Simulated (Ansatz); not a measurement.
F2H2NOTa, SMILES `[NH]=[Ta]([OH])([F])[F]`. Charge 0, multiplicity 1. Ta takes the def2 core potential.

```xyz
7

N     0.5378   -1.3098    0.2628
Ta   -0.5133    0.0521   -0.1011
O     0.5286    1.6334   -0.1065
F    -1.2815   -0.2008   -1.8020
F    -1.8405    0.1777    1.2292
H     1.1044   -2.1144    0.4678
H     1.4644    1.7619    0.0499
```

Q: What are the harmonic wavenumbers in cm⁻¹ at PBE0-D4/def2-TZVP (Ansatz, finite differences of forces, unscaled)? (An estimate is asked.)

A: Computed: 169, 182, 201, 241, 242, 426, 527, 528, 621, 667, 672, 730, 1020, 3695, 3934.

Q: Is this a minimum?

A: Yes, all 15 modes are real.

Q: Give the ideal-gas thermochemistry at 298.15 K and 1 bar (rigid rotor, harmonic oscillator; point group Cs, symmetry number 1).

A: Zero-point energy 82.9 kJ/mol; H(298) − E = 103.3 kJ/mol; entropy 348.6 J/(mol·K), of which translation 177.8, rotation 112.3, vibration 58.5; G(298) − E = -0.7 kJ/mol.

Q: And at 400, 500, 600, 800 and 1000 K?

A: 
| T (K) | H − E (kJ/mol) | S (J/mol/K) | G − E (kJ/mol) |
| --- | --- | --- | --- |
| 400 | 114.5 | 380.9 | -37.9 |
| 500 | 126.5 | 407.7 | -77.3 |
| 600 | 139.1 | 430.7 | -119.3 |
| 800 | 165.4 | 468.5 | -209.3 |
| 1000 | 192.7 | 498.9 | -306.2 |

Q: Rotational constants (cm⁻¹)?

A: 0.1065, 0.1039, 0.09405.
